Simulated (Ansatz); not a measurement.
Basis-set extrapolation for `FBC[SiH3]` (PBE0-D4/def2-TZVP geometry, frozen core, Ansatz). Multiplicity 1, RHF reference.

```json
{"": "HF", "def2-TZVPP": "-454.560389", "def2-QZVPP": "-454.577102"}
{"": "MP2 correlation", "def2-TZVPP": "-0.652008", "def2-QZVPP": "-0.702822"}
{"": "CCSD(T) correlation", "def2-TZVPP": "-0.717969", "def2-QZVPP": "not run"}
```

Energies in hartree. Use E(X) = E(∞) + A·exp(−7.88·√X) for Hartree–Fock and E(X) = E(∞) + B·X^(−2.97) for correlation, with X = 3 and 4, and add CCSD(T) minus MP2 of the smaller set to the MP2 limit.

What is the CCSD(T) energy at the basis-set limit?

HF limit: -454.577102 + (-0.016713) × 0.13774 = -454.57940. MP2 limit: -0.702822 + (-0.050814) × 0.74074 = -0.74046. Higher-order term: -0.717969 − (-0.652008) = -0.06596. Total: -455.38582 hartree, 67.4 kcal/mol below CCSD(T)/def2-TZVPP.
